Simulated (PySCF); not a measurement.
## Working out the ionisation energy of Mn

Mn [Ar] 3d5 4s2 (6S) → Mn⁺ [Ar] 3d5 4s1 (7S). All numbers are calculated (PySCF 2.14, the non-relativistic Hamiltonian (point nucleus), in def2-SVP (5s3p2d1f, 31 functions)). Frozen: [Ar]. Energies in hartree (1 hartree = 27.21139 eV):

```tsv
part	Mn (lower)	Mn⁺ (upper)
UHF	-1149.697283	-1149.478460
MP2 opposite-spin	-0.023411	0.000000
MP2 same-spin	-0.048065	-0.047646
```

Task: What does Hartree-Fock give?

Result: (-1149.478460) − (-1149.697283) = 0.218823 hartree = 5.954 eV.

Task: What do MP2 and SCS-MP2 (6/5 opposite-spin, 1/3 same-spin) give?

Result: The opposite-spin parts differ by 0.637 eV and the same-spin parts by 0.011 eV. MP2: 5.954 + (0.637) + (0.011) = 6.602 eV. SCS-MP2: 5.954 + 1.2 × (0.637) + (0.011)/3 = 6.722 eV.

Measured between the centres of the two terms (NIST): 7.434 eV, so MP2 (valence) is off by -0.832 eV.

The calculation is non-relativistic.

A double-zeta basis recovers only part of the correlation energy.

What remains against the reference includes basis incompleteness, the frozen core and correlation beyond second order.
